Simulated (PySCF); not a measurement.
# How the method changes the shape and vibrations of BCl2GeH

Calculated results; nothing here was measured. They come from PySCF 2.14.0, an open-source quantum chemistry program, on an isolated molecule that a program drew, which may never have been made. The molecule is BCl2GeH (charge 0, singlet), drawn as the SMILES string `Cl[B](Cl)[GeH]`.

The geometry was optimised and harmonic frequencies were computed with HF and MP2, all in the cc-pV(D+d)Z basis, for the commonest isotopes, with a restricted reference for singlets and an unrestricted one otherwise, and a frozen core in MP2. Germanium has the cc-pVDZ-PP basis, with a core potential (ECP10MDF) in place of its 10 inner electrons, and its 3s, 3p and 3d shells are frozen in MP2. Each result is a local minimum of its method.

Geometry at the HF minimum:
```xyz
5
BCl2GeH, angstrom
Cl   -2.2412    0.0592    0.6489
B    -0.6077    0.1207    1.3220
Cl   -0.1317    1.5706    2.2145
Ge    0.7124   -1.5266    1.1337
H     1.2926   -0.9385   -0.2159
```

Lengths of the bonds as drawn, in Å (atoms numbered as above):
| bond | HF | MP2 |
|---|---|---|
| Cl1-B2 | 1.768 | 1.762 |
| B2-Cl3 | 1.768 | 1.762 |
| B2-Ge4 | 2.119 | 2.114 |
| Ge4-H5 | 1.582 | 1.593 |

Rotational constants, in GHz:
| constant | HF | MP2 |
|---|---|---|
| A | 3.099 | 3.095 |
| B | 1.491 | 1.509 |
| C | 1.017 | 1.025 |

Harmonic frequencies in cm^-1, each column in rising order, so a row needn't be the same motion in every method:
```
rank    HF   MP2
   1    90    65
   2   195     ?
   3   253   266
   4   308   283
   5   370   366
   6   690   617
   7   893   876
   8   907   919
   9  2012  1962
```

**Estimate the missing MP2 frequency from the HF column.**

A single factor s that minimises the squared misfit of MP2 against s times HF over the other rows is sum(HF x MP2) / sum(HF^2) = 0.9747, with an rms misfit of 26 cm^-1. For rank 2 it gives 0.9747 x 195 = 190 cm^-1. The calculation gives 190 cm^-1, the same as the estimate. The drawn bonds are on average 0.1 % shorter in MP2 than in HF.
